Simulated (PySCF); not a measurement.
# Simulated characterisation data

No solvent model, relativity neglected, a single conformation, equivalent nuclei averaged. Geometry from GFN2-xTB; shieldings: GIAO PBE0/pcSseg-1; PySCF 2.14.

References, each an isolated molecule treated in the same way: ¹H (σ = 31.72 ppm), ¹³C (σ = 186.93 ppm) vs TMS. Splittings of carbon signals by F and P are missing where no couplings were computed. Where no couplings were computed, multiplicities follow the n + 1 count of equivalent neighbours, and m marks all less simple cases (inequivalent or close neighbours, rings, F or P nearby). Acid and N–H amide carbonyl carbons lie up to 10 ppm further downfield in solution (hydrogen bonding). Shifts are as computed. Against solution values, carbons near 30 ppm lie about +3 ppm off and those near 130 ppm about +5 ppm. Of 1211 compounds with measured shifts, 218 miss one by over three times the rms of a fit or turn the order of signals round; such compounds aren't used in these exercises. OH and NH positions are gas-phase values without hydrogen bonding to other molecules.

Compound 1 (C8H11NO). ¹H NMR (400 MHz, computed): δ 6.02 (m, 1H), 5.87 (br, 1H), 5.84 (m, 1H), 4.71 (t, 1H), 3.78 (m, 2H), 3.03 (m, 2H), 1.89 (s, 3H). ¹³C{¹H} NMR (computed): δ 167.9, 142.3, 131.5, 129.2, 103.0, 31.8, 30.3, 26.2. Structure: `C1=C(NC(C)=O)CC=CC1`.

Compound 2 (C5H4FOP3). ¹H NMR (400 MHz, computed): δ 10.53 (m, 1H), 3.59 (m, 3H). ¹³C{¹H} NMR (computed): δ 253.9 (C), 223.1 (C), 208.4 (C), 198.8 (CH), 33.0 (CH3). Structure: `P1=C(C=O)P=C(F)P=C1C`.

Compound 3 (C7H7NO2). ¹H NMR (400 MHz, computed): δ 12.84 (br s, 1H), 9.10 (s, 1H), 8.83 (d, 1H), 7.03 (d, 1H), 2.76 (s, 3H). ¹³C{¹H} NMR (computed): δ 209.9 (C), 176.4 (C), 161.2 (CH), 158.0 (CH), 119.7 (C), 118.6 (CH), 29.0 (CH3). Structure: `InChI=1S/C7H7NO2/c1-5(9)6-4-8-3-2-7(6)10/h2-4H,1H3,(H,8,10)`.

Compound 4 (C4H5F3O2). ¹H NMR (400 MHz, computed): δ 10.07 (t, 1H), 4.50 (t, 2H), 2.99 (m, 2H). ¹³C{¹H} NMR (computed): δ 202.9, 130.8, 66.4, 48.4. Structure: SMILES O(CCC=O)C(F)(F)F.
